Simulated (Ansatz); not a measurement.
The free W atom, lowest solution found in each spin (singlets restricted, other states unrestricted); no spin–orbit coupling, and no relativity up to Kr.

Correlated levels freeze the inner cores; with def2 sets outer-core shells near the valence are correlated too. CBS(a, b) extrapolates the correlation energy as X⁻³ and adds the Hartree–Fock energy of set b.

Run with Ansatz (Gaussian orbitals).  In def2 rows elements past Kr take small-core potentials, without spin–orbit coupling.

Task: Predict the energy of multiplicity 7 less that of multiplicity 5 from B97M-V/def2-TZVPP.

Result: -16.0 kcal/mol

Task: What energy of multiplicity 7 less that of multiplicity 5 does CCSD(T)/def2-QZVPP give?

Result: -6.5 kcal/mol

Task: What is the computed energy of multiplicity 7 less that of multiplicity 5 (CCSD(T)/CBS(def2-TZVPP, def2-QZVPP))?

Result: -5.7 kcal/mol

Doubts at one or more of the structures used: a spin-contaminated determinant (B97M-V/def2-TZVPP, CCSD(T)/def2-QZVPP, CCSD(T)/CBS(def2-TZVPP, def2-QZVPP)).

Ansatz is a first-principles code.
